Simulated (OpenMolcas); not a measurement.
# Tc5+ in a point-charge field

Tc5+ among 6 point charges of -1.7 e arranged as a trigonal prism (D3h), 1.83 Å from the ion, with a polar angle of 57.0° against the regular 49.1°.
```
   1.5340    0.0000    0.9979  -1.70
  -0.7670    1.3285    0.9979  -1.70
  -0.7670   -1.3285    0.9979  -1.70
   1.5340    0.0000   -0.9979  -1.70
  -0.7670    1.3285   -0.9979  -1.70
  -0.7670   -1.3285   -0.9979  -1.70
```

| Quantity | Value |
| --- | --- |
| Program | OpenMolcas |
| Method | CASSCF |
| Basis | ANO-RCC-VTZP [7s6p4d2f1g] |
| Scalar Hamiltonian | DKH2, point nucleus |
| Active space | 2 electrons in 5 orbitals (4d) |
| State averaging | 2S+1 = 3 even, 10 roots; 2S+1 = 1 even, 15 roots |
| Spin-orbit coupling | RASSI with atomic mean-field integrals over the reference wave functions |

The lowest spin-free states (labels of D3, the rotations of D3h), above the lowest:

```csv
State,Degeneracy,E (cm-1),Free-ion L (%)
3E,2,0.0,F (100)
3E,2,3847,F (95)
3A1,1,7109,F (100)
3A2,1,7110,F (100)
3A2,1,7535,F (100)
1A1,1,11270,D (64)
1E,2,13941,D (84)
1E,2,17141,D (71)
3E,2,18083,P (95)
3A2,1,20750,P (100)
1E,2,21982,G (71)
1A1,1,23033,G (63)
1E,2,25105,G (85)
1E,2,25366,G (100)
1A1,1,25838,G (100)
1A2,1,25966,G (100)
1A1,1,52584,S (98)
```

The lowest levels with spin-orbit coupling:

| E (cm-1) | Degeneracy | Label | 2S+1 | g |
| --- | --- | --- | --- | --- |
| 0.0 | 2 | E | 3 | 0.00 0.00 0.11 |
| 965.8 | 2 | E | 3 | 0.00 0.00 4.03 |
| 2576 | 1 | A1 | 3 |  |
| 2576 | 1 | A2 | 3 |  |
| 3704 | 1 | A1 | 3 |  |
| 4870 | 1 | A2 | 3 |  |
| 5239 | 2 | E | 3 | 0.00 0.00 2.08 |
| 6271 | 2 | E | 3 | 0.00 0.00 5.60 |
| 6999 | 2 | E | 3 | 0.00 0.00 2.34 |
| 8862 | 1 | A2 | 3 |  |
| 8863 | 1 | A1 | 3 |  |
| 9523 | 2 | E | 3 | 0.00 0.00 3.76 |
| 9779 | 1 | A1 | 3 |  |
| 10404 | 2 | E | 3 | 0.00 0.00 9.96 |
| 13095 | 1 | A1 | 1 |  |
| 15355 | 2 | E | 1 (89 %) | 0.00 0.00 4.11 |
| 18069 | 2 | E | 1 (68 %) | 0.00 0.00 2.04 |
| 18795 | 1 | A1 | 3 |  |
| 19114 | 1 | A2 | 3 |  |
| 19920 | 2 | E | 3 (76 %) | 0.00 0.00 2.23 |

Electric-dipole absorption from the lowest level at this geometry, strongest bands:

```csv
E (cm-1),λ (nm),Label,f
2576,3880,A1,1.01e-05
2576,3880,A2,9.30e-06
6271,1590,E,1.11e-05
9523,1050,E,6.06e-06
15355,651,E,1.10e-06
19920,502,E,1.55e-05
20715,483,E,2.00e-05
22420,446,E,3.07e-05
24273,412,E,5.49e-06
```

Powder χT (cm3 K/mol): 0.00127 at 2 K, 0.00472 at 10 K, 0.022 at 50 K, 0.0435 at 100 K, 0.087 at 200 K, 0.134 at 300 K. The effective moment at 300 K is 2.828 √(χT) = 1.03 μB.

The lowest level has 2S+1 = 3, for which the spin-only value is χT = S(S+1) / 2 = 1.000 cm3 K/mol (g = 2). The computed 0.134 at 300 K differs by -0.866, through orbital momentum, spin-orbit coupling and any other state in reach.

An orbital doublet at a regular site is open to a Jahn-Teller distortion, which this geometry leaves out. Without dynamic correlation the repulsion within the d shell is too large (B by tens of per cent), so at a given field states of lower spin stand too high. Point charges carry no covalency, so the field is a model and not that of real ligands. No measured value stands beside these numbers.

With an even number of electrons the g values are those of a degenerate or nearly degenerate non-Kramers pair.
